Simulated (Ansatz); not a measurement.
Z-matrix (Å, degrees):
```
C
Si 1 1.905
N 1 1.481 2 102.2
H 1 1.094 2 116.5 3 -122.4
H 1 1.096 2 110.4 3 115.5
Sb 2 2.572 1 77.9 3 -19.4
H 2 1.492 1 111.0 3 87.1
H 2 1.492 1 120.2 3 -144.7
H 3 1.014 1 110.4 2 -93.0
H 6 1.716 2 90.6 1 -76.9
```

Total charge 0; spin multiplicity 1. Sb takes the def2 core potential.

Task: List the PBE0/def2-TZVPP orbital energies in eV (the Gaussian-basis code of Ansatz). (An estimate is asked.)

Result: Computed: Occupied: -1802.56, -391.14, -278.73, -156.69, -144.90, -108.26, -108.19, -108.09, -99.57, -99.54, -99.52, -35.84, -35.79, -35.73, -35.68, -35.62, -24.24, -18.22, -16.08, -13.97, -12.82, -11.59, -10.50, -9.73, -9.24, -8.56, -6.80, -6.27. Lowest empty: -1.20, -0.45, 0.37, 1.11, 1.45, 1.77, 2.00, 2.59.
